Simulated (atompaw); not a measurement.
**Before and after: PAW (atompaw) potential for Mn**

Mn (Z = 25), PAW, made with atompaw 4.2.0.5 (PBE, scalar-relativistic). Core [Ar], reference 3d5 4s2 4p0. Waves: 4s (bound); 4s channel at 0.05 Ry; 4p (bound, empty); 4p channel at 4.45 Ry; 3d (bound); 3d channel at 1.6 Ry. Local part: bessel scheme, radius 2.35 bohr. Core correction: smooth core density matched at 1.70 bohr. Augmentation charge: sinc compensation charge, radius 2.35 bohr; PAW radius 3.00 bohr; waves and projectors: bloechl.

All-electron outer shells of the reference configuration (PBE, scalar-relativistic, ld1.x):

| shell | level (eV) | outermost node (bohr) | outermost maximum (bohr) |
| --- | --- | --- | --- |
| 3s | -85.88 | 0.34 | 0.74 |
| 3p | -54.59 | 0.31 | 0.75 |
| 3d | -6.77 | – | 0.76 |
| 4s | -5.11 | 1.05 | 2.51 |
| 4p | -1.37 | 1.16 | 3.43 |

Change: local potential bessel scheme, radius 1.48 bohr.

Cutoffs: the cutoffs (Ry, on a coarse ladder) from which the occupation-weighted sum of valence levels, in a spherical-Bessel basis at the reference potential, stays within 10 and 1 mRy of its value at 400 Ry; they do not see the model core or the augmentation charge, which bear on the density cutoff.

Q: What does the change do?

A: The potential gets harder (18 Ry and 25 Ry → 25 Ry and 35 Ry); a bound ghost appears in s, which as a rule spoils a file. A state that the projectors do not describe sees the local part alone, so a deeper or shallower local part can create or remove a ghost.

| quantity | base | changed |
| --- | --- | --- |
| cutoff, loose | 18 Ry | 25 Ry |
| cutoff, tight | 25 Ry | 35 Ry |
| loose cutoff by channel (10 mRy a level) | s 6 Ry, d 15 Ry | s 6 Ry, d 18 Ry |
| bound ghosts | none | s |
| s: phases at 3.00 bohr within 0.05 rad from the reference energy up to (Ry; the scan ends near 5) | 2.2 | 2.2 |
| p: phases at 3.00 bohr within 0.05 rad from the reference energy up to (Ry; the scan ends near 5) | to the end of the scan | to the end of the scan |
| d: phases at 3.00 bohr within 0.05 rad from the reference energy up to (Ry; the scan ends near 5) | 4.1 | 4.2 |
| lowest overlap eigenvalue by channel | s 0.00, p 0.67, d 1.00 | s 0.00, p 0.58, d 1.00 |

 A true bound ghost makes a file unfit for plane-wave use even where its test errors are small: the radial tests pick states by their node count and pass the ghost by. The cutoffs see the waves, projectors and local potential, not the compensation charge or the core.
